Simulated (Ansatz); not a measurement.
`NB[SeH]` + `[CH3][GeH]([F])[GeH3]` → `[CH3][GeH]([F])[SeH]` + `N[BH][GeH3]`  (redistribution)

Program: Ansatz. Geometries: PBE0-D4/def2-TZVP. ΔE: electronic, gas phase. CCSD(T)/CBS adds triple-zeta CCSD(T) − MP2 to the extrapolated MP2 energy (def2 sets, frozen cores). DFT in def2-TZVPP. For Ge, Se outer-core shells are correlated without core-valence functions, which leaves a few kJ/mol of doubt a bond. Scalar relativity is left out up to krypton. Each species was taken in one conformer, which may not be the lowest.

```tsv
species	PBE energy (Eh)
`NB[SeH]`	-2483.18489
`[CH3][GeH]([F])[GeH3]`	-4295.48020
`[CH3][GeH]([F])[SeH]`	-4618.81956
`N[BH][GeH3]`	-2159.83544
```

(1) Work out ΔE.

Largest T1 diagnostic among the species: 0.013.

Answers

(1) ΔE = (-4618.81956) + (-2159.83544) − (-2483.18489) − (-4295.48020) = 0.01009 Eh = +26.5 kJ/mol. CCSD(T)/CBS gives +23.9 kJ/mol.
